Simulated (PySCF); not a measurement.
**Diatomic cations of Ga with the halogens**

PBE0 with triple-zeta basis sets in PySCF, for the lowest determinant that a PBE0 search found; no spin–orbit coupling. De refers to high-spin ground-configuration atoms (the charge goes to the atom of lower measured ionisation energy or higher electron affinity, which is not always the lowest computed limit). A positive dipole points towards Ga; it is taken about the centre of mass and depends on that origin.

```tsv
M	basis	charged atom	state (unpaired electrons)	Re (Å)	ωe (cm⁻¹)	De (eV)	μ (D)
F	cc-pVTZ-PP/cc-pVTZ	Ga+	doublet (σ ↑)	1.707	702	1.46	3.59
Cl	cc-pVTZ-PP/cc-pV(T+d)Z	Ga+	doublet (σ ↑)	2.092	411	0.98	2.92
Br	def2-TZVPPD	Ga+	doublet (σ ↑)	2.245	294	0.93	4.30
```

The shortest bond is that of GaF⁺ (1.707 Å), the longest that of GaBr⁺ (2.245 Å).

The rows differ in basis set, which adds steps of its own.

Down a group the atoms grow and get heavier, so bonds lengthen and wavenumbers fall; this series shows no clear exception.

Spin–orbit coupling is left out. For an ion De counts to the pair picked by the measured ionisation energies or electron affinities, which need not be the lowest pair at this level. States were picked by a PBE0 search and need not be the measured ground states.
